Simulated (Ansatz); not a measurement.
This geometry of CuH4NO (7 atoms, charge 0, multiplicity 1) is a first-order saddle point.

All numbers below come from RKS PBE/def2-SVP (Ansatz).

```xyz
7
Properties=species:S:1:pos:R:3
N -1.144 1.319 -0.351
Cu -0.097 -0.040 0.111
O 1.062 -1.539 0.607
H -0.932 1.989 -1.091
H -2.040 1.529 0.090
H 1.207 -2.081 -0.196
H 1.945 -1.177 0.829
```

**Question.** Which two structures does it join? (They come from a converged band through this point; their orientation in space is the band's.)

**Answer.** No bond is made or broken. The height of N1 over the plane of its neighbours goes from -0.48 to 0.48 Å. The two ends are copies of one structure, up to a mirror image or an exchange of like atoms.

Image 0:

```xyz
7
Properties=species:S:1:pos:R:3
N -1.344 1.179 -0.604
Cu -0.162 -0.044 0.044
O 1.047 -1.497 0.616
H -0.796 2.003 -0.913
H -1.866 1.552 0.211
H 1.197 -2.098 -0.144
H 1.922 -1.094 0.791
```

Image 6:

```xyz
7
Properties=species:S:1:pos:R:3
N -1.021 1.579 -0.156
Cu -0.090 0.045 0.145
O 1.031 -1.518 0.596
H -0.983 1.766 -1.175
H -2.023 1.355 -0.008
H 1.156 -2.027 -0.232
H 1.929 -1.200 0.830
```

**Question.** How far does it lie above each of them?

**Answer.** 4.3 kcal/mol above the first and 4.3 kcal/mol above the second. This is the barrier of this one path; another mechanism may lie lower.

Run time: 100 s on 1 thread of Arm Neoverse V1, with other jobs on the host, peak memory 0.25 GiB.
